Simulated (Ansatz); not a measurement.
`[F][GeH2][InH2]` + CH₃NH₂ → `C[NH][GeH2][F]` + `[InH3]` at 500 K and 1 bar (cleavage of the Ge–In bond).

Computed with Ansatz on PBE0-D4/def2-TZVP structures; ΔE is electronic, products minus reactants. CCSD(T)/CBS adds triple-zeta CCSD(T) − MP2 to the extrapolated MP2 energy (def2 sets, frozen cores). Elements past krypton have def2 core potentials. For Ge, In outer-core shells are correlated without core-valence functions, which leaves a few kJ/mol of doubt a bond. Scalar relativity is left out up to krypton. One conformer a species, not always the lowest.

```json
{"species": "`[F][GeH2][InH2]`", "CCSD(T)/CBS energy (Eh)": "-2368.13046", "H − E (kJ/mol)": "118.1", "S (J/(mol·K))": "404.0"}
{"species": "CH₃NH₂", "CCSD(T)/CBS energy (Eh)": "-95.75281", "H − E (kJ/mol)": "191.8", "S (J/(mol·K))": "270.3"}
{"species": "`C[NH][GeH2][F]`", "CCSD(T)/CBS energy (Eh)": "-2272.30685", "H − E (kJ/mol)": "232.7", "S (J/(mol·K))": "389.3"}
{"species": "`[InH3]`", "CCSD(T)/CBS energy (Eh)": "-191.56739", "H − E (kJ/mol)": "65.2", "S (J/(mol·K))": "255.5"}
```

H − E and S are ideal-gas, rigid-rotor, harmonic terms from PBE0-D4/def2-TZVP, for one conformer and one mirror image of each species. 1 Eh = 2625.50 kJ/mol, R = 8.31446 J/(mol·K).

Question: By hand: ΔE, ΔH, ΔS and ΔG.

Answer: ΔE = (-2272.30685) + (-191.56739) − (-2368.13046) − (-95.75281) = 0.00903 Eh = 23.7 kJ/mol. Δ(H − E) = 232.7 + 65.2 − 118.1 − 191.8 = -12.0, so ΔH = 11.7 kJ/mol. ΔS = 389.3 + 255.5 − 404.0 − 270.3 = -29.5 J/(mol·K). ΔG = 11.7 − 500 × (-29.5)/1000 = 26.4 kJ/mol.

Question: By hand: the equilibrium constant, and the temperature at which ΔG would vanish if ΔH and ΔS stayed fixed.

Answer: log₁₀ K = −ΔG/(RT ln 10) = -2.8. ΔH and −TΔS have one sign here, so there is no such temperature.

TΔS isn't small against ΔH here. A doubt of 5 kJ/mol in ΔE shifts log₁₀ K by 0.5 here. Other conformers and mirror images would add mixing entropy, several J/(mol·K) or more a flexible species. These are equilibria of isolated gas molecules and say nothing of rates. Largest T1 diagnostic: 0.014 (customary marks: 0.02 for closed shells, 0.045 for open ones).
